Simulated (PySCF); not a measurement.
Molfile (atoms numbered from 1):
```
CH5NO2Si2
     RDKit          3D

 11 10  0  0  0  0  0  0  0  0999 V2000
   -2.8908   -0.5594   -1.1882 N   0  0  0  0  0  0  0  0  0  0  0  0
   -2.2342   -0.2172   -0.2941 C   0  0  0  0  0  0  0  0  0  0  0  0
   -1.0236    0.3126    1.0243 Si  0  0  0  0  0  4  0  0  0  0  0  0
    1.0244   -0.0484   -0.0592 Si  0  0  0  0  0  4  0  0  0  0  0  0
    0.9496    0.6752   -1.5512 O   0  0  0  0  0  0  0  0  0  0  0  0
    2.1818    0.7131    0.8416 O   0  0  0  0  0  0  0  0  0  0  0  0
   -1.2993    1.7497    1.3056 H   0  0  0  0  0  0  0  0  0  0  0  0
   -1.2982   -0.5229    2.2279 H   0  0  0  0  0  0  0  0  0  0  0  0
    1.2915   -1.5143   -0.2010 H   0  0  0  0  0  0  0  0  0  0  0  0
    0.3509    0.3016   -2.2066 H   0  0  0  0  0  0  0  0  0  0  0  0
    3.0798    0.7221    0.4945 H   0  0  0  0  0  0  0  0  0  0  0  0
  1  2  3  0
  2  3  1  0
  3  4  1  0
  4  5  1  0
  4  6  1  0
  3  7  1  0
  3  8  1  0
  4  9  1  0
  5 10  1  0
  6 11  1  0
M  END
```

Geometry: PBE0-D3(BJ)/def2-SVP; GIAO absolute shieldings from PySCF 2.14.0 with density-fitted response routines, gas phase, non-relativistic, averaged over equivalent atoms.

At PBE0/6-31G* (102 basis functions, 9.9 s wall time on 1 thread of an Arm Neoverse V1, shared host):
```csv
atoms,σ (ppm)
N1,-65.1
C2,83.0
Si4,407.9
Si3,496.5
O5/O6,289.7
H9,25.83
H7/H8,27.83
H10/H11,30.33
```

What do these become at LC-wPBE/pcSseg-2?

## Answers


| atoms | σ at LC-wPBE/pcSseg-2 | change |
| --- | --- | --- |
| N1 | -106.6 | -41.5 |
| C2 | 52.8 | -30.2 |
| Si4 | 356.5 | -51.4 |
| Si3 | 447.7 | -48.8 |
| O5/O6 | 286.5 | -3.2 |
| H9 | 25.67 | -0.16 |
| H7/H8 | 27.41 | -0.42 |
| H10/H11 | 29.34 | -0.99 |

The largest change is at Si4 (silicon bonded to 2 O, Si, H). Cost: 300 basis functions, 77 s wall time on 1 thread of an Arm Neoverse V1, shared host.
